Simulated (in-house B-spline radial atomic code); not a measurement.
Atomic self-consistent-field run: Sm2+. Level of theory: scalar-relativistic (X2C) LDA PW92, spin-polarised, spherical fractional occupations, Fermi nucleus of rms radius 5.0819 fm; calculated with an all-electron radial atomic-structure program (B-spline basis).

Command:
```bash
python run_scf.py task.json out
```
Settings (nuclear radius in fm, mass in u):
```
Z                62
configuration    [Xe] 4f6
hamiltonian      x2c
method           lda,pw
spin_polarised   True
nucleus          fermi
rms_radius       5.0819
atomic_mass      151.91974
speed_of_light   137.035999084
```

Output (hartree, bohr):
```
 radial grid: 78 intervals, B-splines of order 8, outer radius 53.7037 bohr

 iter        energy (Eh)    residual
    1      -10391.363731    6.08e-01
    2      -10395.720004    9.45e-01
    3      -10417.364372    1.78e-01
    4      -10417.980447    5.89e-02
    5      -10418.054039    3.44e-02
    6      -10418.071065    8.18e-03
    7      -10418.074056    2.73e-03
    8      -10418.074238    7.74e-05
    9      -10418.074238    9.38e-06
   10      -10418.074238    5.09e-07

 total energy                    -10418.07424
 kinetic                           11296.3184
 electron-nucleus                 -25514.3990
 Hartree                            4030.5044
 exchange-correlation               -230.4981

 orbital      occ     eigenvalue          <r>       <r^2>       <1/r>       r_max
 1s up      1.000     -1709.6946     0.022066 0.000672593     73.4413     0.01368
 1s down    1.000     -1709.6947     0.022066 0.000672593     73.4413     0.01368
 2s up      1.000      -279.8090    0.0964393   0.0110408     16.9106     0.08211
 2s down    1.000      -279.8067    0.0964374   0.0110403     16.9109     0.08211
 2p up      3.000      -250.2042    0.0850902    0.008854     15.0709     0.06593
 2p down    3.000      -250.2026    0.0850885  0.00885355     15.0711     0.06593
 3s up      1.000       -61.6824        0.255    0.074435     6.05344      0.2341
 3s down    1.000       -61.6112     0.254833   0.0743356     6.05842      0.2341
 3p up      3.000       -52.3847     0.253135   0.0743684     5.53808      0.2292
 3p down    3.000       -52.3143     0.252931   0.0742463     5.54291      0.2291
 3d up      5.000       -39.5500     0.231199   0.0629027     5.21321      0.1876
 3d down    5.000       -39.4947     0.230948   0.0627544     5.21779      0.1875
 4s up      1.000       -12.6780     0.579908    0.379928     2.50542      0.5402
 4s down    1.000       -12.5094     0.579819    0.379837     2.50552        0.54
 4p up      3.000        -9.6113     0.613532    0.428532     2.26592      0.5632
 4p down    3.000        -9.4432      0.61356    0.428643     2.26558      0.5629
 4d up      5.000        -5.2589     0.671712    0.524041     1.97655      0.5882
 4d down    5.000        -5.0930     0.672515     0.52568     1.97461      0.5879
 5s up      1.000        -2.1188      1.40145     2.20986    0.956615       1.257
 5s down    1.000        -2.0240      1.42139     2.27497    0.940492       1.268
 5p up      3.000        -1.3755      1.63545     3.03338    0.801134       1.424
 5p down    3.000        -1.3029      1.66952     3.16423    0.782125       1.445
 4f up      6.000        -0.6344     0.972713     1.26528     1.37922      0.6132
```

Run time, properties included: 0.34 s on 1 thread of Arm Neoverse V2 (shared host).

One-electron X2C: radii and densities carry no picture-change correction, so inner-shell <1/r> comes out high (for 1s by about 2 % at Z = 33, 5 % at 54, 10 % at 75, 30 % at 118) and <r> low.
